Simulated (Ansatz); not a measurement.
Consider the formal exchange of groups at the Sb–Si bond: `Cl[SiH2][SbH2]` + `CC1CO1` → `C[C@H]1O[C@@H]1[SbH2]` + `[SiH3]Cl`.

Computed with Ansatz on PBE0-D4/def2-TZVP structures; ΔE is electronic, products minus reactants. CCSD(T)/CBS adds triple-zeta CCSD(T) − MP2 to the extrapolated MP2 energy (def2 sets, frozen cores). This one scheme is used for every species. Functionals use def2-TZVPP. Elements past krypton have def2 core potentials. For Sb outer-core shells are correlated without core-valence functions, which leaves a few kJ/mol of doubt a bond.

```
                species  B2PLYP energy (Eh)
       `Cl[SiH2][SbH2]`          -991.94950
               `CC1CO1`          -193.02455
`C[C@H]1O[C@@H]1[SbH2]`          -433.64735
             `[SiH3]Cl`          -751.30349
```

Question: Work out ΔE.

Answer: ΔE = (-433.64735) + (-751.30349) − (-991.94950) − (-193.02455) = 0.02321 Eh = +14.6 kcal/mol. CCSD(T)/CBS gives +14.6 kcal/mol.

Largest T1 diagnostic among the species: 0.013.

In def2-TZVPP, CCSD(T) changes the Hartree–Fock value by −1.9 kcal/mol (the triples alone add −0.4 kcal/mol) and MP2 by −1.9 kcal/mol. From PBE to PBE0 (25 % exact exchange), in def2-TZVPP and without D4, ΔE moves by +0.7 kcal/mol.
